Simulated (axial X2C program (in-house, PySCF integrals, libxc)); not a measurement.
**Potential curves of WP⁺, without spin–orbit coupling**

Calculated with an in-house all-electron X2C program for linear molecules (integrals from PySCF). Spin-free means the one-electron spin-free X2C Hamiltonian. Basis: W dyall-cv3z [13s14p9d7f4g], P dyall-v3z [8s7p2d1f] (cores contracted in-house); Gaussian nuclei, density fitting, unrestricted open shells. Masses: W 183.951 u, P 30.974 u.

State: M_S = 1, Λ = 2 (beyond evenly filled blocks: σα, δ+α). Energies in eV from the fragments at the same level (W+ + P). Fits are polynomials in 1 − R0/R over 0.85 to 1.23 times the lowest point R0.

```csv
R (Å),CCSD,CCSD(T),PBE0
1.9128,-2.2696,-2.6295,-2.9919
1.9759,-2.6578,-3.0152,-3.3656
2.0389,-2.8524,-3.2031,-3.5413
2.1020,-2.9069,-3.2456,-3.5710
2.1756,-2.8495,-3.1672,-3.4824
2.2491,-2.7110,-3.0010,-3.3158
2.3437,-2.4721,-2.7217,-3.0458
```

Correlated methods: 10 electrons correlated (number of frozen shells: W 5 s, 4 p, 2 d, 1 f; P 2 s, 1 p), 286 virtual spin orbitals or spinors in MP2, 90 natural virtuals in coupled cluster.

Occupations by symmetry block were frozen at the best pattern of an incomplete PBE0 search. De is counted from the lowest determinant-based energies of the atoms at the same level, without counterpoise correction. Coupled cluster ran in a truncated set of natural virtual spinors; the MP2 energy of the rest was added. (T) has no such correction and the atoms are truncated less, which lowers De at CCSD(T) by a hundredth of an eV or more. PBE0 can misorder states that lie within some tenths of an eV, so this need not be the ground state of the molecule. The nearest other spin-free determinant of the search, M_S = 1, Λ = 0, lies 0.24 eV up at the distance of the search. Without a current term, density functionals place determinants with orbital angular momentum somewhat too high. The determinant is spin-polarised beyond a pure state at some levels (its spin-free form has ⟨S²⟩ too high), which makes Re and μ there less reliable. The T1 diagnostic is large, a sign of multireference character. With the outer-core shells frozen, correlated bond lengths of heavy atoms tend to come out a few hundredths of an ångström too long. Coupled cluster ran on the points near the minimum only. MP2 and coupled cluster on one determinant become unreliable at the stretched end.

Problem. Fit the CCSD curve near its minimum: give the equilibrium distance, the harmonic wavenumber and the well depth.

Solution. At CCSD, spin-free: Re = 2.102 Å, ωe ≈ 500 cm⁻¹, De = 2.91 eV to W+ + P; Be follows as 0.144 cm⁻¹.

Problem. What are Re, ωe and De at the CCSD(T) level?

Solution. At CCSD(T), spin-free: Re = 2.093 Å, ωe ≈ 528 cm⁻¹, De = 3.25 eV to W+ + P; Be follows as 0.145 cm⁻¹.

Problem. What are Re, ωe and De at the PBE0 level?

Solution. At PBE0, spin-free: Re = 2.086 Å, ωe ≈ 533 cm⁻¹, De = 3.57 eV to W+ + P; Be follows as 0.146 cm⁻¹.
